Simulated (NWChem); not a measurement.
Molecule: trichloroethylene (C2HCl3); SMILES ClC=C(Cl)Cl

Computed with NWChem. Pople sets run with spherical d functions. B3LYP is NWChem's, with the RPA form of VWN correlation. Each level has its own optimisation; frequencies are unscaled. Brackets give each atom's bonded neighbours.

For level Hartree-Fock/STO-3G:

```yaml
r C–Cl [C(CClH)–Cl(C)] (Å): 1.764
highest harmonic frequency (cm⁻¹): 3719
zero-point energy (kcal/mol): 18.1
dipole (D): 1.64
```

**Question.** What are these values for level B3LYP/6-31G*?

**Answer.** The r C–Cl [C(CClH)–Cl(C)] (Å) is 1.729 and the highest harmonic frequency (cm⁻¹) comes out as 3256. The zero-point energy (kcal/mol) is 15.6 and the dipole (D) is 0.95.
